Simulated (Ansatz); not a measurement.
Input for Ansatz (a quantum-chemistry and plane-wave program): R-PBE/def2-TZVPP on GeH4SSi (SMILES [SiH3][Ge][SH]), a point of a torsion scan.

Ansatz 0.2 input:
```yaml
crystal:
  periodic: [false, false, false]
  atoms:
    - {symbol: Si, position_ang: [1.01041201, -0.09195136, 0.04339074]}
    - {symbol: Ge, position_ang: [-0.54175819, 1.66166203, -0.65617006]}
    - {symbol: S, position_ang: [-2.41221161, 0.72582531, 0.25007286]}
    - {symbol: H, position_ang: [0.91352035, -1.15685746, -0.97234416]}
    - {symbol: H, position_ang: [2.41299144, 0.35189835, 0.01023067]}
    - {symbol: H, position_ang: [0.80691584, -0.74276424, 1.34212295]}
    - {symbol: H, position_ang: [-3.03587329, 0.65525364, -0.91972908]}
basis:
  gaussian:
    orbitals: def2-TZVPP
hamiltonian:
  xc: {name: PBE}
scf: {lower_state_search: off}
```

Question: Give the final energy of this run.

Answer: -2766.4657 hartree.
